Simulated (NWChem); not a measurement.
BH₂S₂Cl; SMILES SB(S)Cl

```xyz
6

B      0.0000     0.0000     0.0097
Cl     0.0000     0.0000    -1.7522
S      1.6184     0.0000     0.7991
H      1.2034     0.0000     2.0838
S     -1.6184     0.0000     0.7991
H     -1.2034     0.0000     2.0838
```
Atoms are numbered in this order, from 1.

All runs: NWChem. Pople sets run with spherical d functions. All runs use the structure optimised with PBE0/def2-SVP. Vertical excitations in the gas phase; the lowest state need not have the same character in each row.

Task: Order these by “lowest excitation, singlet (eV)”, lowest first: Hartree-Fock/6-31G*, CIS; PBE/6-31G*, TDA; B3LYP/6-31G*, TDA.

Result: PBE/6-31G*, TDA (5.53), B3LYP/6-31G*, TDA (5.86), Hartree-Fock/6-31G*, CIS (6.82)
